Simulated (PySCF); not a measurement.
How methods differ on the interval between two levels of Tc³⁺

Tc³⁺ [Kr] 4d4 [5D4, M_J = 4] → Tc³⁺ [Kr] 4d3 5p1 [5G6, M_J = 6], as a difference of total energies. Calculation: PySCF 2.14, in x2c-SVPall-2c with one added diffuse shell each of s, p, d type (7s9p7d1f, 76 functions); the two-component X2C-1e Hamiltonian. Correlated levels: [Ar] 3d10 frozen; the 6 highest virtual spinors dropped. "Screened" scales the spin-orbit matrix elements by Boettger's factors to mimic the two-electron term; Breit and QED terms are absent.

```csv
method,interval between two levels (cm⁻¹)
GHF (spin-free),123380
GMP2 (spin-free),123240
GHF (screened spin-orbit),125250
GMP2 (screened spin-orbit),125200
```

The labels give the starting determinants; with spin-orbit coupling the two ends relaxed to ⟨J²⟩ = 20.01, ⟨L²⟩ = 6.07, ⟨S²⟩ = 5.97 and ⟨J²⟩ = 42.01, ⟨L²⟩ = 20.14, ⟨S²⟩ = 5.96.
